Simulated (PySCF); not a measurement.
Radial density of Kr²⁺ (krypton, charge +2)

UHF, [Ar] 3d10 4s1 4p4 5s1, high-spin 5P determinant (an excited configuration). All numbers are calculated (PySCF 2.14, scalar relativity through the core potential, in aug-cc-pwCVDZ-PP with ECP10MDF). This is the valence pseudo-density: the core potential removes the inner electrons and smooths the orbitals near the nucleus.

```csv
r (bohr),4πr²ρ (e/bohr),4πr²(ρα − ρβ)
0.000619,5.157e-05,0.0000
0.00104,0.0001457,0.0000
0.00175,0.0004103,0.0001
0.00295,0.001146,0.0001
0.00495,0.003131,0.0004
0.00833,0.008057,0.0010
0.0140,0.01800,0.0023
0.0236,0.03213,0.0040
0.0397,0.05617,0.0057
0.0667,0.1964,0.0065
0.112,1.446,0.0105
0.189,8.300,0.0701
0.317,28.20,0.4877
0.534,32.50,0.2037
0.898,8.691,0.9039
1.51,4.135,2.4254
2.54,1.112,0.6855
4.27,0.2640,0.2518
7.19,0.01545,0.0154
```

Energies and moments cover only the electrons outside the core potential. The outer electron is Rydberg-like, and this basis confines it to a smaller radius and binds it less than a complete one would.
